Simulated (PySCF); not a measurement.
CH8BOPSi.
Numbering: `[BH2:1][PH:2][SiH2:3][O:4][CH3:5]` (hydrogens: H6, H7 on B1; H8 on P2; H9, H10 on Si3; H11, H12, H13 on C5)

The calculation used PySCF 2.14.0, PBE0-D3(BJ)/def2-SVP geometry optimisation, gas phase.

(1) Give the optimised bond lengths and angles.

Results:

(1) 
```
                  bond  length (Å)
                 B1–P2       1.855
                P2–Si3       2.236
                Si3–O4       1.659
                 O4–C5       1.400
          B1–H6, B1–H7       1.207
                 P2–H8       1.421
       Si3–H9, Si3–H10       1.497
C5–H11, C5–H12, C5–H13       1.104
```

Bonds in one row agree within 0.01 Å and their mean is given. A selection of angles:
```
     angle  degrees
  P2–B1–H6    120.7
  P2–B1–H7    118.0
  H6–B1–H7    120.9
 B1–P2–Si3    106.1
  B1–P2–H8    106.4
 Si3–P2–H8    103.3
 P2–Si3–O4    104.7
 P2–Si3–H9    107.1
P2–Si3–H10    114.8
 O4–Si3–H9    113.2
O4–Si3–H10    108.9
H9–Si3–H10    108.3
 Si3–O4–C5    125.6
 O4–C5–H11    112.2
 O4–C5–H13    108.7
H11–C5–H12    108.1
```

Dihedral angles: B1–P2–Si3–O4 -82° (synclinal); P2–Si3–O4–C5 158° (antiperiplanar). The mirror-image conformer, all signs reversed, is as good.

Si3 (oxygen-bound silicon) is distorted tetrahedral (angles from 104.7° to 114.8°). B1 (three-coordinate boron) is planar (angles 120.9°, 120.7° and 118.0°, sum 359.6°, 0.05 Å off the plane of its three neighbours). P2 (three-coordinate phosphorus) is pyramidal (angles 106.4°, 106.1° and 103.3°, sum 315.8°, 0.70 Å off the plane of its three neighbours).

Point group: C1 (no symmetry element, even within 0.4 Å). Whether it is a minimum is left open (no frequencies). One conformer, not necessarily the lowest (H–B1–P2–Si3 -140° and 47°, B1–P2–Si3–O4 -82°, P2–Si3–O4–C5 158°).
